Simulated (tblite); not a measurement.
C8H10 (charge +1 and doublet state).
Numbering: `[CH2:1]=[CH:2][CH2:3][C:4]#[C:5][CH2:6][CH:7][CH2+:8]` (hydrogens: H9, H10 on C1; H11 on C2; H12, H13 on C3; H14, H15 on C6; H16 on C7; H17, H18 on C8)

A start from a force field or distance geometry was refined with GFN2-xTB geometry optimisation, gas phase in tblite. Values at the start:

```
coordinate    start
     C1=C2  1.326 Å
     C1–H9  1.084 Å
    C1–H10  1.098 Å
     C2–C3  1.501 Å
    C2–H11  1.099 Å
     C3–C4  1.456 Å
    C3–H12  1.098 Å
     C4≡C5  1.207 Å
    C6–H14  1.096 Å
     C7–C8  1.432 Å
    C7–H16  1.096 Å
    C8–H17  1.082 Å
    C8–H18  1.090 Å
  C1–C2–C3   125.5°
  C2–C3–C4   110.7°
  C3–C4–C5   178.7°
  C6–C7–C8   122.0°
```

Problem. How do these coordinates change at the GFN2-xTB level?

Solution. 
```csv
coordinate,GFN2-xTB (Å or °),change
C7–C8,1.337,-0.095
C3–C4,1.428,-0.028
C1–H10,1.076,-0.022
C2–H11,1.081,-0.018
C7–H16,1.081,-0.015
C8–H18,1.076,-0.014
C2–C3,1.488,-0.013
C1=C2,1.337,+0.011
C4≡C5,1.213,+0.006
C1–H9,1.078,-0.006
C6–H14,1.100,+0.004
C8–H17,1.079,-0.003
C3–H12,1.101,+0.003
C2–C3–C4,115.5,+4.8
C1–C2–C3,122.3,-3.2
C3–C4–C5,178.2,-0.5
C6–C7–C8,122.3,+0.3
```

The energy falls by 49.7 kJ/mol over 182 L-BFGS steps, the largest force on an atom goes from 3.65 to 0.008 eV/Å, and the atoms move by 1.086 Å rms after alignment. The bond that changes most is C7–C8 (ends: carbon bonded to 2 C and H; carbon bonded to C and 2 H), which shortens by 0.095 Å. Bonds longer at the end by more than 0.005 Å: 3 of 17; shorter: 10. Among the dihedrals that turn most is H14–C6–C7–C8, from -134° to -46°. Rotational constants go from 8059, 651.5, 631.9 to 14613, 581.2, 564.2 MHz.

Its GFN2-xTB frequencies are all real (lowest 18 cm⁻¹). 3 starts were optimised and ended at 0.00, 0.32 and 2.97 kcal/mol (GFN2-xTB); the lowest of these is shown.

One conformer stands for the species.

These are computed values.
